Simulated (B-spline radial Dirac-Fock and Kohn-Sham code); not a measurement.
## Widths and yields of inner-shell holes in Nb²⁺

System: the Nb²⁺ ion, [Kr] 4d3.

Input of the calculation (task.json; shells as n, l, electrons):

```json
{"items": [{
  "Z": 41,
  "q": 2,
  "cfg": [[1, 0, 2], [2, 0, 2], [2, 1, 6], [3, 0, 2], [3, 1, 6], [3, 2, 10], [4, 0, 2], [4, 1, 6], [4, 2, 3]],
  "A": 93,
  "rrms": 4.324,
  "do": ["binding", "quiet", "decay"],
  "holes": ["K", "L1", "L2", "L3", "M1", "M2", "M3", "M4", "M5", "N1", "N2", "N3"]
}]}
```

Launch: `python xray_run.py task.json out`

Calculated with an atomic code on a B-spline grid, using independent-particle rates on relativistic LDA orbitals of the hole state (multipoles up to L = 3, Coulomb Auger matrix elements, transition energies from Dirac-Fock).

Partial widths are in eV. Coster-Kronig decay leaves a hole in the same principal shell; its rates are the weakest part of the model, often 1.5 to 2.5 times too large and more for N holes. Holes without an open Auger channel, or with an unreliable SCF state, are not listed.

| hole | radiative | Auger | Coster-Kronig | total | fluorescence yield | lifetime (fs) |
| --- | --- | --- | --- | --- | --- | --- |
| 1s | 3.04 | 1.03 | 0 | 4.07 | 0.748 | 0.162 |
| 2s | 0.0380 | 0.981 | 4.72 | 5.74 | 0.00662 | 0.115 |
| 2p1/2 | 0.0568 | 1.45 | 0.181 | 1.69 | 0.0336 | 0.389 |
| 2p3/2 | 0.0552 | 1.56 | 0 | 1.62 | 0.0341 | 0.407 |
| 3s | 0.000610 | 0.152 | 6.59 | 6.74 | 9.05e-05 | 0.0977 |
| 3p1/2 | 0.000583 | 0.173 | 2.73 | 2.91 | 0.000200 | 0.226 |
| 3p3/2 | 0.000517 | 0.178 | 2.98 | 3.16 | 0.000164 | 0.208 |
| 3d3/2 | 3.25e-05 | 0.109 | 0 | 0.109 | 0.000297 | 6.02 |
| 3d5/2 | 3.00e-05 | 0.114 | 0 | 0.114 | 0.000263 | 5.78 |
| 4s | 2.37e-05 | 0 | 0.0762 | 0.0762 | ? | ? |
| 4p1/2 | 1.19e-05 | 0 | 0.835 | 0.835 | 1.43e-05 | 0.789 |

Problem. What are the fluorescence yield and the lifetime of the 4s hole?

Solution. The yield is the radiative width over the total, 0.000311, and the lifetime is ħ/Γ = 8.64 fs.
